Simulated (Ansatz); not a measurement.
Gas-phase reaction R1 → P1, each structure at its B3LYP-D3(BJ)/def2-TZVP stationary point, reached from a drawn start; harmonic modes at that level show minima.
R1, CHN (SMILES C#N) (charge 0, multiplicity 1):
```xyz
3

C     -0.02647    -0.00041     0.00000
N      1.11956     0.01677     0.00000
H     -1.09309    -0.01635     0.00000
```
P1, CHN (SMILES [C-]#[NH+]) (charge 0, multiplicity 1, Z-matrix in Å and degrees):
```
N
C 1 1.1640
H 1 0.9975 2 180.00
```

P less R. No zero-point or thermal terms.

Cores are frozen in the correlated methods.

Codes used: Ansatz (Gaussian basis) for Hartree–Fock, density functionals and correlated methods. No computed number here is a measurement.

Total energies in hartree:

```
structure  PBE/def2-TZVPP  PBE0/def2-TZVPP  CCSD(T)/cc-pVQZ
---------  --------------  ---------------  ---------------
R1             -93.347154       -93.345740       -93.301073
P1             -93.323446       -93.323925       -93.277542
```

Question: Work out the reaction energy at each level in meV (1 hartree = 27211.38625 meV), and say how far PBE/def2-TZVPP lies from CCSD(T)/cc-pVQZ.

Answer: 
- PBE/def2-TZVPP: (-93.323446) − (-93.347154) = 0.023708 hartree = 645.1 meV
- PBE0/def2-TZVPP: (-93.323925) − (-93.345740) = 0.021815 hartree = 593.6 meV
- CCSD(T)/cc-pVQZ: (-93.277542) − (-93.301073) = 0.023531 hartree = 640.3 meV
PBE/def2-TZVPP less CCSD(T)/cc-pVQZ: 4.8 meV. CCSD(T)/cc-pVQZ is the level counted from, the highest shown, and no exact or measured value.

Ansatz is a first-principles code.
